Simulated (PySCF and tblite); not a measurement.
Results of a calculation; reference values are marked as such.
C5H7FO2, numbered as in [CH3:1][O:2]/[CH:3]=[C:4](/[F:5])[C:6]([CH3:7])=[O:8].

The ensemble was built from 90 distance-geometry starts (ETKDG and KDG, MMFF94s, GFN2-xTB) and rests on GFN2-xTB geometries. Energies: CAM-B3LYP-D3(BJ)/pcSseg-1 (IEF-PCM, tetrahydrofuran), with GFN2-xTB thermal terms (modes under about 100 cm⁻¹ blended into free rotors). Symmetry numbers and mirror images are counted. Conformers within 2.5 kcal/mol (GFN2-xTB free energy) were kept, 4 at most. GIAO shieldings: CAM-B3LYP/pcSseg-1 (IEF-PCM, tetrahydrofuran). Shifts are against TMS (¹H), TMS (¹³C) at the same level. Codes: tblite and PySCF.

Predict the averaged NMR shifts at 298.15 K.

¹H: 7.35 (H3, 1H), 4.14 (H1, 3H), 2.35 (H7, 3H) ppm. ¹³C: 203.4 (C6), 161.9 (C3), 158.9 (C4), 63.8 (C1), 31.6 (C7) ppm.

How do the conformers differ?

Torsions listed: C1–O2–C3–C4, F5–C4–C6–O8. Of a mirror pair one member is shown.
```tsv
conformer	shape	weight %
1	180°, -179°	99.8
2	10°, -162°	0.2
```

```json
{"signal": "H1", "1": "4.14", "2": "4.44", "average": "4.14"}
{"signal": "H3", "1": "7.35", "2": "7.38", "average": "7.35"}
{"signal": "H7", "1": "2.35", "2": "2.51", "average": "2.35"}
{"signal": "C1", "1": "63.8", "2": "65.1", "average": "63.8"}
{"signal": "C3", "1": "161.9", "2": "160.9", "average": "161.9"}
{"signal": "C4", "1": "158.9", "2": "155.7", "average": "158.9"}
{"signal": "C6", "1": "203.4", "2": "205.5", "average": "203.4"}
{"signal": "C7", "1": "31.6", "2": "32.9", "average": "31.6"}
```

Shifts are unscaled: against experiment ¹³C can be off by 15 ppm or more and ¹H by 0.8 ppm.


Conformer gaps in pcSseg-1 on xTB geometries can be 2 kcal/mol off for S=O, P=O and other polar bonds.